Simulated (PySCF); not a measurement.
Species: C5H7N3S.
SMILES with atom numbers: `[CH3:1][S:2][c:3]1[cH:4][n:5][c:6]([CH3:7])[n:8][n:9]1`

Definitions: NICS(0) = −σiso at the ring centroid; NICS(1) = −σiso and NICS(1)zz = −σzz at ±1 Å along the ring normal z. Level: GIAO PBE0/pcSseg-1 (PySCF, non-relativistic, gas phase) on the GFN2-xTB geometry, one conformer.

Ring bond lengths (Å), with Mayer bond orders in brackets: C3–C4 1.409 (1.21), C4–N5 1.307 (1.57), N5–C6 1.345 (1.32), C6–N8 1.319 (1.48), N8–N9 1.303 (1.33), N9–C3 1.326 (1.42).

What do the NICS probes read (ppm)?

```csv
ring,type,NICS(0),"NICS(1), two faces","NICS(1)zz, two faces",rms pucker (Å),"centre to ring atoms, mean (Å)"
C3–C4–N5–C6–N8–N9,6-membered ring with 3 N; formal bonds all aromatic,-2.6,-9.8 / -9.6,-22.7 / -22.4,0.00,1.33
```

What do they say, and how far can they be read as aromaticity?

- C3–C4–N5–C6–N8–N9: mean NICS(1)zz -22.6 ppm, shielded. For a flat ring without four-coordinate atoms the NICS criterion counts such a value as aromatic. NICS(0) lies 7 ppm above the mean NICS(1).

And the bond-length index? HOMA takes Krygowski's 1993 parameters.

- C3–C4–N5–C6–N8–N9: HOMA 0.96; the largest term is that of C3–C4, α(R − Ropt)² = 0.12. The geometric and the magnetic index point the same way.

What is the mean of the two in-plane components of NICS at the second NICS(1) probe listed for ring C3–C4–N5–C6–N8–N9, 1 Å off the ring?

The isotropic value is a third of the trace: (3 × -9.6 − (-22.4))/2 = -3.2 ppm.

List the ring angles and the Hirshfeld charges of the ring atoms.

- C3–C4–N5–C6–N8–N9: C3 120.0° (+0.026 e), C4 119.9° (+0.028 e), N5 116.6° (-0.143 e), C6 124.0° (+0.118 e), N8 120.1° (-0.112 e), N9 119.3° (-0.087 e); sum 720.0° against 720° for a flat convex ring.

What are the shieldings of the ring atoms and their hydrogens in the same run (means over atoms taken as equivalent)?

```json
{"atoms": "C3", "environment": "substituted aromatic carbon", "σ isotropic (ppm)": "18.4", "principal values of the symmetric part, first atom (ppm)": "-90.5, 2.5, 143.2"}
{"atoms": "C4", "environment": "aromatic CH next to a ring nitrogen", "σ isotropic (ppm)": "35.7", "principal values of the symmetric part, first atom (ppm)": "-69.6, 35.3, 141.3"}
{"atoms": "N5", "environment": "pyridine-type nitrogen", "σ isotropic (ppm)": "-62.2", "principal values of the symmetric part, first atom (ppm)": "-330.6, -148.6, 292.5"}
{"atoms": "C6", "environment": "substituted aromatic carbon", "σ isotropic (ppm)": "18.9", "principal values of the symmetric part, first atom (ppm)": "-81.1, 6.3, 131.6"}
{"atoms": "N8", "environment": "pyridine-type nitrogen", "σ isotropic (ppm)": "-161.6", "principal values of the symmetric part, first atom (ppm)": "-525.4, -189.9, 230.5"}
{"atoms": "N9", "environment": "pyridine-type nitrogen", "σ isotropic (ppm)": "-184.2", "principal values of the symmetric part, first atom (ppm)": "-591.8, -202.0, 241.1"}
{"atoms": "H on C4", "environment": "aromatic hydrogen", "σ isotropic (ppm)": "23.24", "principal values of the symmetric part, first atom (ppm)": "18.4, 22.4, 29.0"}
```

Time: 38 s of wall time; peak memory 0.85 GiB. Hardware: one thread, Intel Xeon Platinum 8375C at 2.90 GHz (x86_64), shared host with 128 logical CPUs at a one-minute load of 62. This is the whole shielding run at PBE0/pcSseg-1, SCF included.

Shape of the structure used: `[CH3:1][S:2][c:3]1[cH:4][n:5][c:6]([CH3:7])[n:8][n:9]1`: C1–S2–C3–C4 180°.
